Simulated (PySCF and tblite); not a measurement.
Values are calculated unless marked as measured or tabulated.
C7H11F, numbered as in [CH2:1]=[C:2]1[CH2:3][CH2:4][CH2:5][C@H:6]([F:7])[CH2:8]1.

Geometries PBE0-D3(BJ)/def2-SVP; weights from PBE0-D3(BJ)/pcSseg-1 (IEF-PCM, tetrahydrofuran) energies and GFN2-xTB thermal corrections, with symmetry numbers and mirror pairs. Conformers within 3 kcal/mol (GFN2-xTB free energy) were kept, 4 at most. GIAO shieldings: PBE0/pcSseg-1 (IEF-PCM, tetrahydrofuran). Shifts are against TMS (¹H), TMS (¹³C), CFCl3 (¹⁹F) at the same level; of two unlike H on one atom, a is the less shielded. Codes: tblite and PySCF.

Task: List the conformer-averaged shifts at 298.15 K.

Result: ¹H: 5.18 (H1a, 1H), 5.15 (H1b, 1H), 4.52 (H6, 1H), 2.43 (H8a, 1H), 2.33 (H8b, 1H), 2.10 (H3a, 1H), 2.09 (H3b, 1H), 1.75 (H5a, 1H), 1.71 (H4a, 1H), 1.65 (H5b, 1H), 1.35 (H4b, 1H) ppm. ¹³C: 156.8 (C2), 117.9 (C1), 92.4 (C6), 44.4 (C8), 37.6 (C3), 34.5 (C5), 25.9 (C4) ppm. ¹⁹F: -201.8 (F7) ppm.

Task: How do the conformers differ?

Result: The 6-ring runs over atoms 2–3–4–5–6–8.
| conformer | shape | weight % |
| --- | --- | --- |
| 1 | 6-ring chair (all substituents equatorial) | 51.0 |
| 2 | 6-ring chair (F7 axial) | 49.0 |

```csv
signal,1,2,average
H1a,5.17,5.19,5.18
H1b,5.16,5.13,5.15
H3a,2.10,2.10,2.10
H3b,1.91,2.28,2.09
H4a,1.76,1.66,1.71
H4b,1.16,1.55,1.35
H5a,2.05,1.43,1.75
H5b,1.38,1.93,1.65
H6,4.25,4.81,4.52
H8a,2.64,2.22,2.43
H8b,2.12,2.55,2.33
C1,118.0,117.9,117.9
C2,156.8,156.8,156.8
C3,37.2,38.0,37.6
C4,26.8,25.0,25.9
C5,35.5,33.5,34.5
C6,93.7,91.1,92.4
C8,45.4,43.3,44.4
F7,-195.3,-208.5,-201.8
```

Unscaled ¹⁹F shifts at such levels can be off by tens of ppm; differences between conformers or isomers are more reliable. Shifts are unscaled: against experiment ¹³C can be off by 15 ppm or more and ¹H by 0.8 ppm.
